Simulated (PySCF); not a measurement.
## Steps of a relaxation of [Dy(H2O)2]2+

[Dy(H2O)2]2+ (singlet in the valence; each metal's 4f electrons, 10 of them, lie in its core potential, out of spins and levels). PySCF 2.14.0, RKS BP86, Dy lcecp-0-SVP with ECP56, O def2-SVP, H def2-SVP; non-relativistic Hamiltonian with scalar-relativistic core potentials where named; density fitting; no spin-orbit coupling. Origin of the start: template. Columns: position (Å) and force (eV/Å). Energies are counted from the last step; some of the 6 steps are shown. Forces carry noise of the integration grid, about 0.01 to 0.03 eV/Å.

Run from Python with OMP_NUM_THREADS=2. Where DIIS fails, smearing, a level shift and second-order steps follow.
It took 14 s on 2 threads of Arm Neoverse V1 (shared host), from the converged density of the start.

```xyz
7
step 0  E = 0.156 eV
Dy    0.0000    0.0000    0.0000     0.00    0.00    0.00
O     0.0000    0.0000    2.6075     0.00    0.00   -1.63
H     0.5445    0.5445    3.1975     0.34    0.34    0.47
H    -0.5445   -0.5445    3.1975    -0.34   -0.34    0.47
O     0.0000    0.0000   -2.6075     0.00    0.00    1.63
H     0.5445   -0.5445   -3.1975     0.34   -0.34   -0.47
H    -0.5445    0.5445   -3.1975    -0.34    0.34   -0.47
```

```xyz
7
step 2  E = 0.028 eV
Dy    0.0000    0.0000    0.0000     0.00    0.00    0.00
O     0.0000    0.0000    2.4986     0.00    0.00    0.27
H     0.5453    0.5453    3.1261    -0.15   -0.15   -0.30
H    -0.5453   -0.5453    3.1261     0.15    0.15   -0.30
O     0.0000    0.0000   -2.4986     0.00    0.00   -0.27
H     0.5453   -0.5453   -3.1261    -0.15    0.15    0.30
H    -0.5453    0.5453   -3.1261     0.15   -0.15    0.30
```

```xyz
7
step 3  E = 0.006 eV
Dy    0.0000    0.0000    0.0000     0.00    0.00    0.00
O     0.0000    0.0000    2.4461     0.00    0.00    0.42
H     0.5440    0.5440    3.0735    -0.10   -0.10   -0.24
H    -0.5440   -0.5440    3.0735     0.10    0.10   -0.24
O     0.0000    0.0000   -2.4461     0.00    0.00   -0.42
H     0.5440   -0.5440   -3.0735    -0.10    0.10    0.24
H    -0.5440    0.5440   -3.0735     0.10   -0.10    0.24
```

Q: Where does the relaxation end?

A: It converges at step 5 in D2d:
```xyz
7
step 5  E = 0
Dy    0.0000    0.0000    0.0000
O     0.0000    0.0000    2.4395
H     0.5456    0.5456    3.0538
H    -0.5456   -0.5456    3.0538
O     0.0000    0.0000   -2.4395
H     0.5456   -0.5456   -3.0538
H    -0.5456    0.5456   -3.0538
```

Q: How did the contacts change?

A: 
| contact | start (Å) | end (Å) |
| --- | --- | --- |
| Dy1–O2 (H2O) | 2.607 | 2.439 |
| Dy1–O5 (H2O) | 2.607 | 2.439 |


A frequency check found unstable modes (2, the lowest at -16 cm⁻¹), so the relaxed geometry is a saddle point, or these are noise. An lcecp potential fixes the number of 4f electrons, so in runs with it no electron can move into or out of that shell; real Dy(II) is rare or takes another configuration.
